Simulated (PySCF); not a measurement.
Compound: C₃H₉AlClFS.
Structure used (PBE0-D3(BJ)/def2-SVP), in Å, numbered top down from 1:
```xyz
16
C3H9AlClFS angstrom
C     -1.181   -1.630   -0.149
S     -0.795   -0.045   -0.926
C     -2.073    0.995   -0.164
F     -3.308    0.590   -0.541
Al     1.115    0.807    0.487
C      2.696   -0.059   -0.329
Cl     3.958    0.572    0.825
H     -2.214   -1.904   -0.402
H     -0.490   -2.370   -0.572
H     -1.038   -1.567    0.939
H     -1.871    2.021   -0.510
H     -1.979    0.937    0.933
H      0.562    0.181    1.854
H      0.857    2.353    0.173
H      2.763   -1.156   -0.298
H      2.990    0.283   -1.332
```

Computed with core-valence-separated Tamm–Dancoff BHandHLYP/aug-pcX-1 (pcseg-1 on H, def2-SVPD on Cl, def2-SVPD on S, def2-SVPD on Al) in PySCF, non-relativistic, gas phase, PBE0-D3(BJ)/def2-SVP geometry. The energies are unshifted.

Task: Give energies, oscillator strengths and core holes at the F K edge.

Result: 
```csv
E (eV),f,core hole on,main final orbital
685.54,0.0309,F4,spread
686.94,0.0035,F4,LUMO+1 (77 %)
687.54,0.0107,F4,LUMO (45 %)
687.96,0.0009,F4,LUMO+2 (69 %)
688.26,0.0014,F4,LUMO+5 (52 %)
688.51,0.0004,F4,LUMO+8 (40 %)
688.79,0.0028,F4,LUMO+4 (36 %)
```

The first line with a tenth or more of the strongest one's intensity is at 685.54 eV (f = 0.031), with the hole on F4 (alkyl fluorine). It is also the strongest listed.

Task: Give energies, oscillator strengths and core holes at the C K edge.

Result: 
```
E (eV)       f  core hole on  main final orbital
283.73  0.0640            C6              spread
285.13  0.0521            C1              spread
286.02  0.0090            C6         LUMO (38 %)
286.63  0.0135            C1         LUMO (67 %)
286.69  0.0216            C6              spread
287.03  0.0147            C6              spread
287.07  0.0088            C6              spread
287.13  0.0639            C3              spread
287.27  0.0270            C1       LUMO+1 (33 %)
287.41  0.0157            C6              spread
287.57  0.0282            C1              spread
287.61  0.0022            C6       LUMO+1 (46 %)
287.65  0.0109            C1              spread
287.86  0.0512            C3              spread
287.88  0.0002            C6       LUMO+6 (32 %)
```

The first line with a tenth or more of the strongest one's intensity is at 283.73 eV (f = 0.064), with the hole on C6 (sp3 C–Cl carbon). It is also the strongest listed.

Roots within 0.03 eV whose holes lie on the same, on equivalent or on shared atoms are summed into one line, and the highest roots are left out, as the search may have cut off their partners. Final orbitals are the ground state's empty Kohn–Sham orbitals.

Task: What are the wavelength and the wavenumber of the 687.54 eV line?

Result: λ = 12398.42 eV Å/687.54 eV = 18.033 Å; 5.5454 × 10⁶ cm⁻¹.

The ionisation thresholds weren't computed; near and above them a finite basis only mimics Rydberg series and continuum.

One conformer stands for the species.
